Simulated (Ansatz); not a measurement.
`NC[SiH](O)O` → C• + 7 H• + N• + 2 O• + Si•  (atomization)

Isolated molecules relaxed with PBE0-D4/def2-TZVP in Ansatz; ΔE leaves out vibrations. CCSD(T)/CBS is the MP2 limit (def2-TZVPP, def2-QZVPP) plus CCSD(T) − MP2 in def2-TZVPP, frozen cores. This one scheme is used for every species, atoms too. DFT in def2-TZVPP. B3LYP here is the variant with VWN-RPA as its local correlation; programs differ in this. Open shells (•) are unrestricted, without spin–orbit coupling. Spin–orbit coupling would lower the free atoms: a little for C, O, Si. One conformer a species, not always the lowest.

`NC[SiH](O)O`:

Z-matrix (Å, degrees):
```
C
Si 1 1.884
N 1 1.469 2 108.2
H 1 1.099 2 112.9 3 -128.1
H 1 1.096 2 106.3 3 115.8
O 2 1.642 1 104.1 3 -36.9
O 2 1.638 1 113.4 3 -158.0
H 2 1.484 1 112.0 3 84.4
H 3 1.013 1 110.7 2 -72.9
H 3 1.012 1 111.4 2 168.8
H 6 0.968 2 109.5 1 15.5
H 7 0.959 2 117.2 1 73.6
```

```csv
level,ΔE (kcal/mol),difference from CCSD(T)/CBS
PBE-D4,1089.3,11.4
B3LYP-D4,1072.4,-5.5
ωB97X-V,1076.9,-1.0
PBE,1084.0,6.1
r2SCAN,1070.1,-7.8
B3LYP,1063.7,-14.2
HF/def2-TZVPP,753.5,-324.4
MP2/def2-TZVPP,1063.9,-14.0
SCS-MP2/def2-TZVPP,1061.2,-16.7
CCSD/def2-TZVPP,1029.1,-48.8
CCSD(T)/def2-TZVPP,1044.8,-33.1
HF/def2-QZVPP,755.8,-322.1
MP2/def2-QZVPP,1083.7,5.8
HF/CBS(def2),756.1,-321.8
MP2/CBS(def2),1097.0,19.1
CCSD/CBS(def2),1062.3,-15.6
CCSD(T)/CBS,1077.9,0
```

Largest T1 diagnostic among the species: 0.012.

The D4 term adds +8.6 kcal/mol with B3LYP and +4.5 kcal/mol with PBE0; it sums over pairs of atoms, weighted by their polarisabilities, and B3LYP, whose exchange is more repulsive, gets the larger term. From PBE to PBE0 (25 % exact exchange), in def2-TZVPP and without D4, ΔE moves by −21.9 kcal/mol: exact exchange takes away binding that semilocal exchange gives to molecules.

For atomizations the MP2-based limit and the directly extrapolated one differ by several kJ/mol either way, and by 10 to 25 for some Ge, Se and Sn compounds, so smaller differences from it don't rank the levels.
